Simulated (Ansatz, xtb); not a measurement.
Isomers of C4H9NSSe in order of energy

4 gas-phase structures of C4H9NSSe, from a drawn sample of its isomers (lower ones may exist). Each was relaxed with GFN2-xTB; where two conformers were screened, the lower at r2SCAN-D4/def2-SVP is listed:

A. `CC(=S)[C@H]([SeH])CN`, a singlet
B. `CCC[Se]C(N)=S`, a singlet
C. `C=NC[C@H]([SeH])CS`, a singlet
D. `CN(C)C(=S)C[SeH]`, a singlet

Problem. Which do you expect lowest at r2SCAN-D4/def2-SVP, and how would the others follow?

Solution. Calculated order at r2SCAN-D4/def2-SVP: B (0.0), D (13.3), A (21.5), C (34.8) kcal/mol.

Energies above the lowest of each column, in kcal/mol; the last columns are at PBE0-D3(BJ)/def2-SVP geometries and were run for some of them only (a dash: not run or not comparable):

| structure | GFN2-xTB | HF/STO-3G | r2SCAN-D4/def2-SVP | PBE0-D3(BJ)/def2-SVP | CCSD(T)/def2-SVP + ΔMP2/def2-TZVPP |
| --- | --- | --- | --- | --- | --- |
| B | 3.8 | 0.0 | 0.0 | 0.0 | 0.0 |
| D | 0.0 | 15.8 | 13.3 | 11.8 | 12.8 |
| A | 21.4 | 22.8 | 21.5 | 19.8 | 15.7 |
| C | 24.2 | 22.1 | 34.8 | – | – |

CCSD(T)/def2-SVP + ΔMP2/def2-TZVPP puts B lowest of those it was run on; GFN2-xTB picks D. Flexible structures stand in one conformer each, not always the lowest. D keeps a small imaginary mode. Frequencies (GFN2-xTB) were run for A, B, D alone. The ΔMP2 step shifts differences by up to 4.0 kcal/mol, which makes them less sure. ΔMP2 is the change of the MP2 energy from the smaller to the larger basis.

Over these structures GFN2-xTB departs from r2SCAN-D4/def2-SVP by 6.9 kcal/mol on average once a common shift is removed. A GFN2-xTB relaxation took about 0.28 s and the r2SCAN-D4/def2-SVP energy about 2.9 s on a shared host (Ansatz 0.2.0, xtb 6.7.1).
